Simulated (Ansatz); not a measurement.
Start from `C=N[SiH2]C` and change one atom or group to get `B[SiH](C)N=C`.

Ansatz, PBE0-D4/def2-TZVP geometries, multiplicity 1. Each molecule was computed in one conformer, which needn't be the lowest.

| property | `C=N[SiH2]C` |
| --- | --- |
| size of the dipole moment (B3LYP/def2-TZVPP) / D | 1.13 |
| LUMO energy (B3LYP/def2-TZVPP) / eV | -1.10 |
| HOMO–LUMO gap (PBE/def2-TZVPP) / eV | 3.71 |
| LUMO energy (ωB97M-V/def2-TZVPP) / eV | 1.37 |
| HOMO energy (PBE/def2-TZVPP) / eV | -5.67 |
| HOMO energy (ωB97M-V/def2-TZVPP) / eV | -9.42 |

Q: What does the change do to each property? (Best estimate.)

A: The calculation gave: 
```tsv
property	`B[SiH](C)N=C`	shift
size of the dipole moment (B3LYP/def2-TZVPP) / D	0.86	-0.27
LUMO energy (B3LYP/def2-TZVPP) / eV	-2.51	-1.41
HOMO–LUMO gap (PBE/def2-TZVPP) / eV	2.24	-1.47
LUMO energy (ωB97M-V/def2-TZVPP) / eV	-0.35	-1.72
HOMO energy (PBE/def2-TZVPP) / eV	-5.58	0.09
HOMO energy (ωB97M-V/def2-TZVPP) / eV	-9.31	0.11
```

With PBE0 the HOMO rises by 0.11 eV and the LUMO falls by 1.46 eV, so the gap narrows by about 1.57 eV. PBE moves the HOMO by 0.09 eV and ωB97M-V by 0.11 eV. Dipoles are sizes alone; their direction can turn.

B3LYP here is the variant with VWN-RPA as its local correlation; programs differ in this.
